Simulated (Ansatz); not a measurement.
C₃H₅AlF₂, SMILES `C[CH]1[AlH][C]1(F)F`, relaxed with RKS PBE0-D4/def2-TZVP in Ansatz 0.2.0 from a PBE-D4/def2-SVP geometry. The force threshold is 0.005 eV/Å; the program also tests the step.

Charge 0, multiplicity 1.

Start:

```xyz
11

C    -1.309    0.354    0.655
C    -0.179    0.166   -0.340
Al    0.859   -1.207   -1.271
C     1.294    0.111    0.124
F     1.376   -0.486    1.376
F     1.956    1.303    0.202
H    -2.295    0.194    0.174
H    -1.309    1.373    1.100
H    -1.217   -0.372    1.486
H    -0.187    0.935   -1.155
H     1.013   -2.372   -2.351
```

**Question.** How much energy does the relaxation release, and in how many steps? (Best estimate.)

**Answer.** The calculation gave: 0.99 kcal/mol, in 5 steps.

**Question.** Which bonds change most? (An estimate is asked.)

**Answer.** Computed: C2–Al3 from 1.957 to 1.927 Å; Al3–C4 from 1.968 to 1.939 Å; Al3–H11 from 1.596 to 1.578 Å; C1–H8 from 1.111 to 1.094 Å.

**Question.** Give the relaxed structure. (Best estimate.)

**Answer.** The calculation gave: 
```xyz
11

C    -1.304    0.353    0.655
C    -0.186    0.155   -0.337
Al    0.834   -1.194   -1.262
C     1.285    0.101    0.109
F     1.385   -0.476    1.354
F     1.929    1.293    0.188
H    -2.276    0.233    0.172
H    -1.275    1.348    1.111
H    -1.241   -0.381    1.460
H    -0.194    0.920   -1.136
H     1.042   -2.352   -2.313
```
